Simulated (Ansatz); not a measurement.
Mulliken charges of CH$_{5}$AlOSe (`C[O][AlH][SeH]`) from ωB97M-V/def2-TZVPP in Ansatz (PBE0-D4/def2-TZVP geometry).

| atom | x (Å) | y (Å) | z (Å) | charge (e) |
| --- | --- | --- | --- | --- |
| C1 | 0.135 | 1.405 | 0.241 | -0.155 |
| O2 | 0.713 | 0.391 | -0.521 | -0.357 |
| Al3 | 0.522 | -1.259 | -0.763 | 0.463 |
| Se4 | -1.115 | -2.445 | 0.377 | -0.238 |
| H5 | -0.301 | 2.166 | -0.413 | 0.114 |
| H6 | -0.658 | 1.035 | 0.905 | 0.084 |
| H7 | 0.896 | 1.887 | 0.863 | 0.115 |
| H8 | 1.472 | -1.991 | -1.777 | -0.095 |
| H9 | -1.574 | -1.234 | 1.072 | 0.069 |

By hand: the dipole of these point charges (1 e Å = 4.8032 D).

Σ q r = (-0.003, 0.296, 0.077) e Å, of length 0.306 e Å = 1.47 D.

How does the dipole of the full density compare? (Estimate.)

The calculation gave: (-0.049, 0.257, 0.106) e Å, 1.36 D; the point charges give 1.08 times that, at 12° from its direction.

Point charges leave out the atoms' own dipoles, such as those of lone pairs, and Mulliken's split depends on the basis, so the close match here is no proof of good charges.
